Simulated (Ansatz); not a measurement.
Relaxation of C$_{2}$H$_{6}$NSb (10 atoms, charge 0, multiplicity 1), to a largest force component of 0.02 eV/Å in at most 50 steps.

Method: RHF/def2-mTZVP in Ansatz.

```xyz
10
Properties=species:S:1:pos:R:3:forces:R:3
C -0.765 0.023 -0.917 -3.36 3.73 -2.86
C 0.055 -0.260 0.020 1.98 -2.63 1.31
N 0.432 -1.612 0.192 3.04 -0.08 3.59
Sb 0.943 1.277 1.287 -1.76 0.45 -0.27
H -1.232 -0.695 -1.598 0.40 0.24 0.48
H -1.117 1.114 -1.065 0.71 -2.36 0.15
H 1.177 -1.851 0.960 -2.72 0.59 -2.94
H 0.127 -2.363 -0.403 0.14 0.65 0.25
H 1.183 2.340 -0.041 0.11 -0.14 0.28
H -0.720 1.978 1.568 1.47 -0.44 0.02
```

Where does it end, and by what steps?

The run converged. After 10 steps the energy has fallen by 0.823 eV; H10 moved furthest, 0.85 Å.

| step | energy less start (eV) | largest force component (eV/Å) | accepted |
| --- | --- | --- | --- |
| 0 | 0.0000 | 3.728 | yes |
| 1 | -0.4660 | 2.820 | yes |
| 2 | -0.7276 | 1.086 | yes |
| 3 | -0.7608 | 0.733 | yes |
| 4 | -0.7762 | 0.471 | yes |
| 5 | -0.7915 | 0.358 | yes |
| 6 | -0.7995 | 0.405 | yes |
| 7 | -0.8165 | 0.124 | yes |
| 8 | -0.8229 | 0.060 | yes |
| 9 | -0.8234 | 0.022 | yes |
| 10 | -0.8235 | 0.013 | yes |

```xyz
10
Properties=species:S:1:pos:R:3
C -0.646 0.005 -1.156
C 0.067 -0.239 -0.072
N 0.201 -1.513 0.500
Sb 1.050 1.312 1.070
H -1.120 -0.792 -1.707
H -0.806 0.999 -1.522
H 1.131 -1.734 0.790
H -0.152 -2.247 -0.083
H 0.599 2.582 0.033
H -0.241 1.575 2.149
```

Whether the end is a true minimum wasn't checked by a vibrational analysis.

Run time: 37 s on 2 threads of Intel(R) Xeon(R) Platinum 8488C (Sapphire Rapids) (shared host), peak memory 0.26 GiB.
